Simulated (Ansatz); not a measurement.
As5⁺, relaxed as a singlet with RKS PBE-D4/def2-SVP in Ansatz, starting from the GFN1-xTB geometry. Force threshold 0.02 eV/Å.

The restricted singlet is unstable towards broken spin symmetry in Hartree–Fock (as tested in another run); at PBE-D4/def2-SVP this wasn't settled. Another isomer (singlet) lies 1.70 eV lower at PBE0-D4/def2-TZVP; other spin states weren't run for this one.

Start:

Cartesian coordinates in Å:
```
As -1.098 0.536 1.828
As -1.077 -0.732 -0.075
As 0.713 -1.845 -0.963
As 1.264 0.320 -1.217
As 0.198 1.722 0.426
```

```
         step   energy (eV)  largest force component (eV/Å)  SCF passes
            1  -304118.5833                           1.186          20
            2  -304118.8605                           0.268          28
            3  -304118.8922                           0.261          23
            4  -304118.9793                           0.227          27
            5  -304119.0155                           0.295          27
            6  -304119.0348                           0.292          21
            7  -304119.0497                           0.463          22
            8  -304119.0696                           0.383          26
 9 (rejected)  -304119.0557                           0.640          23
           10  -304119.0938                           0.152          22
           11  -304119.1176                           0.056          26
12 (rejected)  -304119.1138                           0.136          26
           13  -304119.1249                           0.013          21
           14  -304119.1254                           0.038          20
           15  -304119.1259                           0.006          21
```

Force components are those of the run's own axes.

End:

```xyz
5

As   -0.826    0.222    2.026
As   -0.992   -0.104   -0.555
As    0.836   -1.963   -0.535
As    1.324   -0.172   -1.750
As   -0.343    2.017    0.814
```

Bonds lost: As4–As5 (atoms count from 1).

The force fell under the threshold at step 13, but the optimiser went on. No frequencies were taken in this run, so the end may be a saddle point.

It took 26 s on 4 threads of Arm Neoverse V2 on a shared host.
